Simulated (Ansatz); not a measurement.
Program: Ansatz. Geometries: PBE0-D4/def2-TZVP. ΔE: electronic, gas phase. CCSD(T)/CBS adds triple-zeta CCSD(T) − MP2 to the extrapolated MP2 energy (def2 sets, frozen cores). DFT in def2-TZVPP. One conformer a species, not always the lowest.

Consider the ligand exchange at a B–C bond: `B/C=C/C` + `CN[SiH2][SiH3]` → `BN(C)[SiH2][SiH3]` + `C=CC`.

(1) Is it downhill or uphill in electronic energy at CCSD(T)/CBS, and by how much? (Estimate.)

(2) What do these levels give: PBE-D4, B97M-V, PBE0-D4, BHLYP-D4, revPBE, BLYP, BHLYP, LC-ωPBE, CCSD(T)/def2-SVP, MP2/def2-QZVPP, SCS-MP2/def2-QZVPP, HF/CBS(def2)? (An estimate is asked.)

(3) What do rigid-rotor, harmonic-oscillator terms from PBE0-D4/def2-TZVP frequencies (298.15 K, 1 bar) make of the CCSD(T)/CBS value? (Best estimate.)

Largest T1 diagnostic among the species: 0.013.

## Answers

(1) Computed: Downhill: ΔE = -1.26 eV.

(2) Ansatz gave: PBE-D4 -1.19, B97M-V -1.14, PBE0-D4 -1.19, BHLYP-D4 -1.20, revPBE -1.09, BLYP -1.13, BHLYP -1.15, LC-ωPBE -1.22, CCSD(T)/def2-SVP -1.40, MP2/def2-QZVPP -1.27, SCS-MP2/def2-QZVPP -1.24, HF/CBS(def2) -1.08 eV.

(3) The calculation gave: ΔZPE = +0.04 eV, ΔH = -1.24 eV, ΔS = -22 J/(mol·K), ΔG = -1.17 eV.

The D4 term adds −0.06 eV with B3LYP and −0.03 eV with PBE0; it sums over pairs of atoms, weighted by their polarisabilities, and B3LYP, whose exchange is more repulsive, gets the larger term. Leaving LDA and LC-ωPBE aside and taking each functional with its dispersion term where it has one, the values, not all of them listed here, spread over 0.10 eV, from ωB97M-V to B97M-V. LDA lies −0.14 eV from PBE without D4. At CCSD(T), def2-SVP lies −0.14 eV from the extrapolated value and def2-TZVPP −0.02 eV.

B3LYP here is the variant with VWN-RPA as its local correlation; programs differ in this.
